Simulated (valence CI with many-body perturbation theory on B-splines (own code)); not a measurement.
**Energy levels of Os XLIV**

Level of theory: configuration interaction combined with many-body perturbation theory (CI+MBPT): five valence electrons over a frozen Dirac-Fock core [Ar] 3d10, radial functions for each j: 11 s, 11 p, 10 d, 8 f, 5 g, 2 h, with the one-electron correlation potential Σ1 (screened to all orders), the two-electron term Σ2, the three-electron term Σ3, Breit, model QED; selected single and double excitations, second order for the rest, scaled by the run's own slope (own B-spline code, finite nucleus).

No measured spectrum was set against this ion. As an estimate, large intervals hold to a few tenths of a per cent, small ones and those within an open d or f shell to about a per cent. Among the levels kept, up to 2200 cm⁻¹ of a level comes from second order outside the variational space, and about a tenth of that is noise between levels of different J, which matters for small intervals.

Levels 136 to 180 of 185, with energies above the lowest level, (4s^2 4p1/2^2 4p3/2) J=3/2. "Leading %" is the weight of the configuration and term that name the level; weights of strongly mixed levels are sums over their largest components and can fall short. In the jj column 3d3/2^4 stands for four electrons in 3d with j = 3/2. Lifetimes count E1, E2, E3, M1 and M2 decay at the calculated energies, and are blank where another channel may lead or the interval is too uncertain; long ones can be off by a factor of two.

```csv
No.,Configuration,Term,J,E (Ry),Leading %,Lifetime,Second component,Leading jj
136,4s4p³4d,²D°,3/2,39.848,28,524 fs,20 % 4s4p³4d ²P°,4s 4p1/2 4p3/2^2 4d5/2 (77 %)
137,4s4p²4d²,⁴F,7/2,40.817,25,4.83 ps,19 % 4s4p²4d² ⁶G,4s 4p1/2^2 4d3/2 4d5/2 (86 %)
138,4s4p²4d²,⁴F,5/2,40.990,16,4.45 ps,14 % 4s4p²4d² ⁶G,4s 4p1/2^2 4d3/2 4d5/2 (84 %)
139,4s²4p4d²,⁴F°,3/2,41.079,25,289 fs,25 % 4s²4p4d² ⁴D°,4s^2 4p3/2 4d3/2^2 (82 %)
140,4s²4p4d²,⁴D°,1/2,41.099,62,320 fs,19 % 4s²4p4d² ²P°,4s^2 4p3/2 4d3/2^2 (84 %)
141,4s²4p4d²,⁴F°,5/2,41.142,33,312 fs,16 % 4s²4p4d² ²F°,4s^2 4p3/2 4d3/2^2 (80 %)
142,4s4p²4d²,⁶D,3/2,41.174,30,3.29 ps,22 % 4s4p²4d² ⁴P,4s 4p1/2^2 4d3/2 4d5/2 (91 %)
143,4s²4p4d²,²G°,7/2,41.177,28,341 fs,22 % 4s²4p4d² ²F°,4s^2 4p3/2 4d3/2^2 (83 %)
144,4s4p²4d²,²G,9/2,41.213,16,6.64 ps,13 % 4s4p²4d² ⁴F,4s 4p1/2^2 4d3/2 4d5/2 (76 %)
145,4p⁵,²P°,1/2,41.397,67,447 fs,6 % 4s4p³4d ²S°,4p1/2 4p3/2^4 (67 %)
146,4s4p²4d²,⁴H,7/2,41.478,21,6.27 ps,17 % 4s4p²4d² ²G,4s 4p1/2^2 4d3/2 4d5/2 (71 %)
147,4s4p²4d²,⁴F,3/2,41.618,12,4.48 ps,9 % 4s4p²4d² ²D,4s 4p1/2^2 4d3/2 4d5/2 (71 %)
148,4s4p²4d²,²F,5/2,41.668,23,3.58 ps,13 % 4s4p²4d² ⁴G,4s 4p1/2^2 4d3/2 4d5/2 (84 %)
149,4s²4p4d²,²P°,3/2,41.683,24,340 fs,18 % 4s²4p4d² ⁴S°,4s^2 4p3/2 4d3/2^2 (78 %)
150,4s²4p4d²,⁴G°,9/2,41.879,49,578 fs,24 % 4s²4p4d² ⁴F°,4s^2 4p3/2 4d3/2 4d5/2 (90 %)
151,4s²4p4d²,²F°,7/2,41.937,32,567 fs,26 % 4s²4p4d² ⁴F°,4s^2 4p3/2 4d3/2 4d5/2 (86 %)
152,4s4p²4d²,²P,1/2,41.968,32,3.86 ps,19 % 4s4p²4d² ⁴D,4s 4p1/2^2 4d3/2 4d5/2 (78 %)
153,4s²4p4d²,⁴D°,3/2,42.097,31,606 fs,21 % 4s²4p4d² ²D°,4s^2 4p3/2 4d3/2 4d5/2 (75 %)
154,4s²4p4d²,²S°,1/2,42.098,35,569 fs,22 % 4s²4p4d² ⁴P°,4s^2 4p3/2 4d3/2 4d5/2 (74 %)
155,4s²4p4d²,⁴P°,5/2,42.135,28,654 fs,15 % 4s²4p4d² ²F°,4s^2 4p3/2 4d3/2 4d5/2 (82 %)
156,4s²4p4d²,⁴G°,11/2,42.167,58,862 fs,38 % 4s²4p4d² ²H°,4s^2 4p3/2 4d3/2 4d5/2 (80 %)
157,4s²4p4d²,⁴D°,5/2,42.179,44,683 fs,14 % 4s²4p4d² ⁴P°,4s^2 4p3/2 4d3/2 4d5/2 (86 %)
158,4s²4p4d²,⁴D°,7/2,42.248,25,711 fs,24 % 4s²4p4d² ²F°,4s^2 4p3/2 4d3/2 4d5/2 (78 %)
159,4s4p³4f,⁴F,7/2,42.309,21,2.92 ps,13 % 4s4p³4f ²F,4s 4p1/2^2 4p3/2 4f5/2 (73 %)
160,4s4p³4f,⁶F,5/2,42.456,21,2.35 ps,18 % 4s4p³4f ⁴F,4s 4p1/2^2 4p3/2 4f5/2 (83 %)
161,4s4p³4f,⁴D,3/2,42.609,30,2.45 ps,30 % 4s4p³4f ⁶F,4s 4p1/2^2 4p3/2 4f5/2 (85 %)
162,4s4p³4f,⁴F,9/2,42.614,23,4.53 ps,23 % 4s4p³4f ⁶F,4s 4p1/2^2 4p3/2 4f7/2 (64 %)
163,4s²4p4d²,²G°,9/2,42.619,34,1.06 ps,18 % 4s²4p²4f ²H°,4s^2 4p3/2^2 4f5/2 (45 %)
164,4s4p³4f,⁴D,1/2,42.651,50,2.59 ps,33 % 4s4p³4f ⁶F,4s 4p1/2^2 4p3/2 4f5/2 (93 %)
165,4s²4p4d²,²G°,7/2,42.754,20,1.02 ps,14 % 4s²4p²4f ⁴F°,4s^2 4p3/2^2 4f5/2 (40 %)
166,4s4p²4d²,⁴F,9/2,42.764,14,1.83 ps,11 % 4s4p²4d² ⁶D,4s 4p1/2^2 4d5/2^2 (44 %)
167,4s²4p²4f,²F°,5/2,42.807,13,2.08 ps,8 % 4s²4p²4f ⁴F°,4s^2 4p3/2^2 4f5/2 (53 %)
168,4s4p³4f,⁶F,7/2,42.810,17,4.09 ps,12 % 4s4p³4f ⁴F,4s 4p1/2^2 4p3/2 4f7/2 (66 %)
169,4s4p³4f,⁴G,11/2,42.868,46,4.19 ps,31 % 4s4p³4f ⁶F,4s 4p1/2^2 4p3/2 4f7/2 (94 %)
170,4s²4p4d²,²D°,5/2,42.890,27,4.73 ps,12 % 4s²4p4d² ⁴P°,4s^2 4p3/2 4d5/2^2 (49 %)
171,4s²4p4d²,²H°,11/2,42.919,37,8.44 ps,26 % 4s²4p4d² ⁴G°,4s^2 4p3/2 4d5/2^2 (53 %)
172,4s²4p²4f,²D°,3/2,42.924,32,1.92 ps,18 % 4s²4p²4f ⁴D°,4s^2 4p3/2^2 4f5/2 (62 %)
173,4s²4p²4f,⁴D°,1/2,43.037,32,1.50 ps,22 % 4s²4p²4f ²P°,4s^2 4p3/2^2 4f5/2 (54 %)
174,4s4p³4f,⁴F,5/2,43.145,24,2.86 ps,16 % 4s4p³4f ⁴D,4s 4p1/2^2 4p3/2 4f7/2 (83 %)
175,4s²4p²4f,⁴F°,9/2,43.166,24,11.5 ps,18 % 4s²4p²4f ²G°,4s^2 4p3/2^2 4f7/2 (54 %)
176,4s²4p4d²,²F°,5/2,43.203,48,599 fs,7 % 4s²4p²4f ²F°,4s^2 4p3/2 4d3/2 4d5/2 (66 %)
177,4s4p³4f,⁴G,5/2,43.224,19,1.69 ps,15 % 4s4p³4f ²F,4s 4p1/2^2 4p3/2 4f5/2 (58 %)
178,4s²4p4d²,²F°,7/2,43.269,31,9.31 ps,24 % 4s²4p4d² ⁴D°,4s^2 4p3/2 4d5/2^2 (72 %)
179,4s4p³4f,⁴H,7/2,43.357,10,2.10 ps,9 % 4p⁴4d ⁴F,4s 4p1/2^2 4p3/2 4f5/2 (34 %)
180,4s²4p4d²,²P°,3/2,43.377,29,475 fs,26 % 4s²4p4d² ²D°,4s^2 4p3/2 4d3/2 4d5/2 (71 %)
```

Where two levels of one J and parity lie close, their mixing, g and order are uncertain.
